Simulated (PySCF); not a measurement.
Species: C5H14NSi (doublet state).
Atom-mapped SMILES: `[CH3:1][SiH:2][NH:3][C:4]([CH3:5])([CH3:6])[CH3:7]` (hydrogens: H8, H9, H10 on C1; H11 on Si2; H12 on N3; H13, H14, H15 on C5; H16, H17, H18 on C6; H19, H20, H21 on C7)

Geometry (GFN2-xTB, Å), atoms numbered from 1 in this order:
```
atom  x, y, z in Å
C1     3.371   -0.277    0.044
Si2    1.767    0.235    0.911
N3     0.484   -0.199   -0.143
C4    -0.934   -0.051    0.106
C5    -1.688   -1.069   -0.758
C6    -1.397    1.370   -0.251
C7    -1.219   -0.325    1.581
H8     3.468    0.213   -0.923
H9     3.423   -1.348   -0.123
H10    4.230    0.008    0.643
H11    1.803    1.659    1.295
H12    0.684   -0.214   -1.135
H13   -1.347   -2.075   -0.527
H14   -1.512   -0.878   -1.815
H15   -2.758   -1.011   -0.573
H16   -0.869    2.095    0.364
H17   -1.188    1.585   -1.297
H18   -2.466    1.479   -0.082
H19   -2.291   -0.316    1.763
H20   -0.750    0.432    2.203
H21   -0.820   -1.295    1.861
```

The hyperfine couplings belong to this conformer and change with its torsions.

Level of theory: UKS B3LYP, pcH-1 on C H N Si, non-relativistic, mean-field spin-orbit, GIAO (PySCF). Geometry: GFN2-xTB, one conformer, isolated molecule. A GFN2-xTB geometry isn't a minimum of the functional, and hyperfine couplings can be far from their values at a DFT geometry, by a factor of two or more for some ions and for spin on atoms past the first row. No stability test was run, so a lower SCF solution isn't excluded.

Task: Predict the first-order ENDOR lines of N3, H11, H12, H8/H9/H10 and H13 (×9) under fast tumbling at B = 3353.3 mT (W band).

Result: ν± = |νn ± a/2|, one line for each electron-spin manifold; νn = |g_N| × 7.62259 MHz/T × B.

```json
{"nuclei": "N3", "isotope": "14N", "g_N": "0.4038", "νn (MHz)": "10.32", "a_iso (MHz)": "23.09", "lower line (MHz)": "1.22", "upper line (MHz)": "21.86"}
{"nuclei": "H11", "isotope": "1H", "g_N": "5.5857", "νn (MHz)": "142.78", "a_iso (MHz)": "139.13", "lower line (MHz)": "73.21", "upper line (MHz)": "212.34"}
{"nuclei": "H12", "isotope": "1H", "g_N": "5.5857", "νn (MHz)": "142.78", "a_iso (MHz)": "35.79", "lower line (MHz)": "124.88", "upper line (MHz)": "160.67"}
{"nuclei": "H8/H9/H10", "isotope": "1H", "g_N": "5.5857", "νn (MHz)": "142.78", "a_iso (MHz)": "18.64", "lower line (MHz)": "133.46", "upper line (MHz)": "152.09"}
{"nuclei": "H13 (×9)", "isotope": "1H", "g_N": "5.5857", "νn (MHz)": "142.78", "a_iso (MHz)": "0.90", "lower line (MHz)": "142.33", "upper line (MHz)": "143.22"}
```

Task: Which pairs are centred on the nuclear Larmor frequency, and which on half the coupling?

Result: Centred on νn, since |a| < 2νn: H11, H12, H8/H9/H10 and H13 (×9). Centred on |a|/2 and split by 2νn: N3.

Task: At what field would the lower line of H11 fall to zero frequency?

Result: Where νn = |a|/2, that is B = 69.56 MHz/(5.5857 × 7.62259 MHz/T) = 1630 mT, as far as first order holds there.

Means are taken over nuclei equivalent by connectivity, which assumes that they swap fast. The three 1H nuclei of mean +18.6 MHz run from 0.1 to 50.2 MHz in the frozen geometry.

Time: 1.9 min of wall time (grids of density and orbitals included); peak memory 1.1 GiB. Hardware: one thread of an Arm Neoverse V2, shared host with 96 logical CPUs at a one-minute load of 46.
